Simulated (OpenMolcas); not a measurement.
# Ta2+: effect of the IPEA shift

```yaml
Program: OpenMolcas 26.06
Basis: ANO-RCC-VTZP [8s7p5d3f2g1h]
Scalar_Hamiltonian: DKH2, point nucleus
Active_space: 9 electrons in 8 orbitals (RAS1 5p, at most 2 holes; RAS2 5d)
State_averaging: 2S+1 = 4 even, 10 roots; 2S+1 = 2 even, 40 roots
Spin-orbit_coupling: state interaction with AMFI integrals over the reference wave functions, term energies averaged over their components
```

Methods on the same reference wave functions:
A. RASSCF
B. MS-RASPT2, IPEA 0 Eh, imaginary shift 0.1 Eh (closed shells correlated: 5s)
C. MS-RASPT2, IPEA 0.25 Eh, imaginary shift 0.1 Eh (closed shells correlated: 5s)

Energies in cm⁻¹ above 5d³ ⁴F_3/2.

| Level | A | B | C |
| --- | --- | --- | --- |
| 5d³ ⁴F_3/2 | 0.0 | 0.0 | 0.0 |
| 5d³ ⁴F_5/2 | 2528 | 2720 | 2740 |
| 5d³ ⁴F_7/2 | 5147 | 5280 | 5320 |
| 5d³ ⁴F_9/2 | 7558 | 7380 | 7460 |
| 5d³ ²G_7/2 | 15005 | 12630 | 12960 |
| 5d³ ⁴P_5/2 | 15791 | 14600 | 14820 |
| 5d³ ²H_11/2 | 21510 | 19110 | 19240 |
| 5d³ ²D_5/2(1) | 22103 | 19390 | 19620 |
| 5d³ ²F_7/2 | 29424 | 24560 | 25230 |
| 5d³ ²F_5/2 | 29632 | 24650 | 25350 |
| 5d³ ²D_5/2(2) | 42989 | 36750 | 37630 |
| 5d³ ²D_3/2(2) | 43439 | 37200 | 38130 |

Between B and C the level of the table that moves most is 5d³ ²D_3/2(2), by 930 cm-1 (lowest in B, highest in C). Moves below CASPT2's spread within the term are not significant.

From A to B the spin-free energies of the other terms of 5d³ shown, above ⁴F, scale by factors of 0.75 to 0.87, as is usual when dynamic correlation screens the repulsion within a d or f shell.

The lowest spin-free term lies below A's lowest term by 0.222 hartree in B, 0.216 hartree in C.

Term energies are means over components that CASPT2 splits; among the terms shown or strongly mixed into the levels shown the widest spread is 960 cm-1 (5d³ ⁴F, C). Active for correlation alone: 5p; no level in the range computed is led by a configuration that opens it, so any true level of that kind is missing. Without dynamic correlation excited terms often stand tens of per cent too high (terms of higher spin than the ground term too low), and those without a measured partner can miss by more than the paired ones (holds for A). The CASPT2 spread within a term exceeds the gap to the next term for 5d³ ²G and 5d³ ⁴P, so the order of their levels is uncertain (holds for B; C). Levels of configurations outside the active space are missing. Levels that lie high or do not pair safely by name in every column are left out.

A number in round brackets counts repeated terms of one configuration in the order of the reference energies.
